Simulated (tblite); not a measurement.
All values are computed: GFN2-xTB (tblite) harmonic vibrations without scaling, gas phase. The method is semi-empirical: single wavenumbers can be off by several per cent or more. Modes of hydrogen on germanium and silicon can be 10 to 20 % off. One conformer each. Thermal functions are those of the rigid rotor and harmonic oscillator, without mixing of conformers.

Task: Order these by their zero-point energy, highest first (kcal/mol).
A. `[GeH3][P]([GeH3])[GeH3]`
B. `COc1cnn([SiH3])n1`
C. `O=C(F)c1cc(F)co1`
D. `c1nn[n-]c1Cl`
E. `P#CC1CC1`

Result: B (64.4), E (47.8), A (41.9), C (38.7), D (22.4).

| SMILES | atoms | mass (u) | symmetry number | modes under 300 cm⁻¹ | ZPE (kcal/mol) | S translation (cal/(mol K)) | S rotation | S vibration | S | Cp |
| --- | --- | --- | --- | --- | --- | --- | --- | --- | --- | --- |
| COc1cnn([SiH3])n1 | 15 | 129.04 | 1 | 6 | 64.4 | 38.5 | 27.6 | 17.6 | 83.7 | 25.5 |
| P#CC1CC1 | 10 | 84.01 | 1 | 2 | 47.8 | 37.2 | 24.9 | 5.0 | 67.1 | 14.6 |
| [GeH3][P]([GeH3])[GeH3] | 13 | 261.81 | 3 | 6 | 41.9 | 40.6 | 27.4 | 22.2 | 90.3 | 30.1 |
| O=C(F)c1cc(F)co1 | 11 | 132.00 | 1 | 3 | 38.7 | 38.6 | 27.6 | 10.2 | 76.4 | 20.8 |
| Clc1cnn[n-]1 | 7 | 101.99 | 1 | 2 | 22.4 | 37.8 | 25.3 | 2.7 | 65.8 | 13.2 |

Entropies and Cp are for 200 K and 1 bar.
